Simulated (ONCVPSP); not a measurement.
# Before and after: ONCV potential for Zn

* Element: Zn
* Generator: ONCVPSP 4.0.1
* Type: optimised norm-conserving Vanderbilt (ONCV)
* Functional: PBE
* Relativity: scalar-relativistic
* Frozen core: [Ne]
* Valence charge: 20
* Reference configuration: 3s2 3p6 3d10 4s1.5 4p0.5
* Partial waves: 3s+4s: rc 1.20 bohr, ncon 4, nbas 8, qcut 8.4 1/bohr, 2 projectors; 3p+4p: rc 1.00 bohr, ncon 4, nbas 9, qcut 12.9 1/bohr, 2 projectors; 3d: rc 1.35 bohr, ncon 3, nbas 7, qcut 11.9 1/bohr, 1 projector
* Local potential: polynomial inside 0.95 bohr (lpopt 5, dvloc0 1 Ha)
* Core correction: none

Change: core correction polynomial model core, fcfact 0.55.

Cutoffs: the cutoffs (Ha) at which the residual kinetic energy of the hardest occupied pseudo-wave falls to 1 and 0.1 mHa per electron; they do not see the model core or the augmentation charge, which bear on the density cutoff. Errors are all-electron minus pseudo energies relative to the spin-unpolarised reference configuration.

Task: Predict the effect on cutoff, ghosts and configuration errors.

Result: The potential gets neither clearly harder nor softer (55 Ha and 61 Ha → 55 Ha and 61 Ha); of the 3 tests that both files solve, the error grows in 1 and shrinks in 0 by more than 15 % and 0.3 meV (median size 0.4 → 0.3 meV); neither file shows a bound ghost. A model core, the more so a compact one, raises the density cutoff, which this test does not measure.

```tsv
quantity	base	changed
cutoff, loose	55 Ha	55 Ha
cutoff, tight	61 Ha	61 Ha
bound ghosts	none	none
GHOST(+) flags under 300 eV	none	none
tests with a reliable result	3 of 4	3 of 4
error for 3s2 3p6 3d10 4s2 4p0, meV [ΔE -2.49 eV]	+0.4	+0.3
error for 3s2 3p6 3d10 4s1 4p0, meV [ΔE 7.40 eV]	+0.4	+0.3
error for 3s1 3p6 3d10 4s2 4p0, meV [ΔE 135.56 eV]	-610	-740
s: phases at 1.22 bohr within 0.05 rad from the reference energy up to (Ha; the scan ends near 5)	to the end of the scan	to the end of the scan
p: phases at 1.02 bohr within 0.05 rad from the reference energy up to (Ha; the scan ends near 5)	to the end of the scan	to the end of the scan
d: phases at 1.37 bohr within 0.05 rad from the reference energy up to (Ha; the scan ends near 5)	1.3	1.3
```
